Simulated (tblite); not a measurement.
C₈H₆NO (doublet state).
Numbering: `[CH3:1][c:2]1[cH:3][c:4][c:5]([OH:6])[cH:7][c:8]1[C:9]#[N:10]` (hydrogens: H11, H12, H13 on C1; H14 on C3; H15 on O6; H16 on C7)

Cartesian coordinates in Å at the GFN2-xTB level; atoms count from 1:
```
atom  x, y, z in Å
C1    -2.1808   -0.7204    0.1265
C2    -0.7113   -0.4594    0.0416
C3     0.2161   -1.5034   -0.0060
C4     1.5407   -1.2105   -0.0823
C5     2.0740    0.0556   -0.1178
O6     3.3962    0.3415   -0.1938
C7     1.1588    1.1086   -0.0719
C8    -0.2054    0.8466    0.0069
C9    -1.1011    1.9404    0.0515
N10   -1.8296    2.8247    0.0878
H11   -2.5951   -0.2639    1.0253
H12   -2.6932   -0.2812   -0.7295
H13   -2.3864   -1.7875    0.1485
H14   -0.1293   -2.5263    0.0180
H15    3.9060   -0.4769   -0.2186
H16    1.5329    2.1210   -0.0977
```

The geometry is computed with GFN2-xTB (gas phase). This method treats the open shell by occupation alone, without spin polarisation.

Masses are those of the commonest isotopes; rigid-rotor values at the optimised geometry. The values belong to one conformer with, in the numbering `[CH3:1][c:2]1[cH:3][c:4][c:5]([OH:6])[cH:7][c:8]1[C:9]#[N:10]`, C4–C5–O6–H 0°.

Question: Give the principal moments of inertia and the rotational constants in MHz.

Answer: Ia = 214.58, Ib = 460.63, Ic = 672.10 u·Å²; 505379 MHz·u·Å²/I gives A = 2355, B = 1097, C = 751.9 MHz.

Question: What kind of rotor is it?

Answer: An asymmetric top: κ = (2 × 1097 − 2355 − 751.9)/(2355 − 751.9) = -0.57.

Question: What does the inertial defect say?

Answer: Not planar: Δ = Ic − Ia − Ib = -3.11 u·Å². For a rigid frame Δ = −2 Σ m c², so Σ m c² = 1.56 u·Å² lies off the ab plane, practically all of it from hydrogen. The atom farthest from that plane is 0.88 Å away.

Question: Give the other two planar moments, Paa and Pbb, and the rms extents of the mass along the axes.

Answer: Paa = Σ m a² = (Ib + Ic − Ia)/2 = 459.07 and Pbb = Σ m b² = (Ia + Ic − Ib)/2 = 213.03 u·Å². With the mass M = 132.04 u, the rms extents √(P/M) along a, b and c are 1.86, 1.27, 0.11 Å.

Question: Where do the levels up to J = 3 lie, in MHz?

Answer: Above 0(0,0):
J = 1: 1(0,1) 1849, 1(1,1) 3107, 1(1,0) 3452
J = 2: 2(0,2) 5485, 2(1,2) 6460, 2(1,1) 7496, 2(2,1) 11270, 2(2,0) 11332
J = 3: 3(0,3) 10798, 3(1,3) 11454, 3(1,2) 13518, 3(2,2) 16817, 3(2,1) 17114, 3(3,1) 24006, 3(3,0) 24013

For this open shell read J as N, the rotation without spin; fine and hyperfine splittings come on top. Its lowest GFN2-xTB frequency is 8i cm⁻¹, too small to tell a flat minimum from a shallow saddle. Constants of a rigid frame at the computed geometry: no zero-point averaging, no centrifugal distortion.

On one thread of an Arm Neoverse V1, shared host, this took 0.21 s of wall time. This is the geometry optimisation.
